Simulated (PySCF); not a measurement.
Spectra and structures to be paired. Method: TDDFT PBE0/def2-SVPD, vertical, gas phase, core orbitals frozen in the response (PySCF 2.14.0, density-fitted response routines). Geometries: GFN2-xTB; one conformer of each isolated species. Triplets are in the Tamm–Dancoff approximation.

A. `N#C[C@@]12C=CC[C@@H]1C2`
B. `N#C[C@]12C[C@@H]3[C@H](C1)[C@@H]32`
C. `C#CC1=CC(C=O)=PC=C1`
D. `F[SiH2]C[Si@@H](C)F`
E. `CC(C)[SiH2]CF`

Lowest singlet levels (six at most, fewer where fewer were computed) with oscillator strengths:

1. 6.77 eV (f 0.001); 7.19 eV (f 0.000); 7.38 eV (f 0.011); 7.47 eV (f 0.000); 7.60 eV (f 0.020); 7.64 eV (f 0.002); T1 6.09 eV
2. 3.40 eV (f 0.000); 3.94 eV (f 0.074); 4.42 eV (f 0.004); 4.49 eV (f 0.209); 4.51 eV (f 0.004); 4.79 eV (f 0.000); T1 2.67 eV
3. 6.20 eV (f 0.079); 6.74 eV (f 0.001); 6.83 eV (f 0.019); 7.07 eV (f 0.037); 7.21 eV (f 0.036); 7.57 eV (f 0.005); T1 4.13 eV
4. 7.44 eV (f 0.006); 7.56 eV (f 0.017); 7.75 eV (f 0.002); 8.03 eV (f 0.035); 8.08 eV (f 0.017); 8.32 eV (f 0.142); T1 7.06 eV
5. 7.46 eV (f 0.039); 7.93 eV (f 0.007); 8.02 eV (f 0.008); 8.12 eV (f 0.019); 8.31 eV (f 0.028); 8.55 eV (f 0.018); T1 7.05 eV

**Question.** Match each spectrum to its molecule.

**Answer.** 1 = B, 2 = C, 3 = A, 4 = E, 5 = D.
- A: S1 at 6.20 eV, HOMO→LUMO (91%); Löwdin shares by element: HOMO carbon 71% or more (atoms not listed hold the other 29%); LUMO carbon 69% or more (atoms not listed hold the other 31%); HOMO -7.37 and LUMO -0.34 eV.
- B: S1 at 6.77 eV, HOMO→LUMO (89%); Löwdin shares by element: HOMO carbon 69% or more (atoms not listed hold the other 31%); LUMO carbon 42% or more, nitrogen 25% (atoms not listed hold the other 33%); HOMO -7.90 and LUMO 0.28 eV; point group Cs, 2 of its 6 listed states under f = 0.0005.
- C: S1 at 3.40 eV, HOMO-1→LUMO (84%), HOMO-1→LUMO+1 (12%); Löwdin shares by element: HOMO carbon 45% or more, phosphorus 20% (atoms not listed hold the other 35%); LUMO phosphorus 28%, carbon 24% or more, oxygen 11% (atoms not listed hold the other 37%); HOMO -7.30 and LUMO -2.73 eV; point group Cs, 2 of its 6 listed states under f = 0.0005.
- D: S1 at 7.46 eV, HOMO→LUMO (94%); Löwdin shares by element: HOMO carbon 44%, silicon 27% (atoms not listed hold the other 30%); LUMO silicon 35% or more, hydrogen 22% or more, carbon 10% or more (atoms not listed hold the other 33%); HOMO -8.87 and LUMO -0.11 eV.
- E: S1 at 7.44 eV, HOMO→LUMO (81%), HOMO→LUMO+1 (10%); Löwdin shares by element: HOMO carbon 38% or more, silicon 19%, fluorine 9% (atoms not listed hold the other 34%); LUMO carbon 27% or more, silicon 20% (atoms not listed hold the other 53%); HOMO -8.03 and LUMO 0.61 eV.
D and E have S1 within 0.03 eV of each other; their strongest listed levels stand at 7.46 eV (f 0.039) and 8.32 eV (f 0.142).
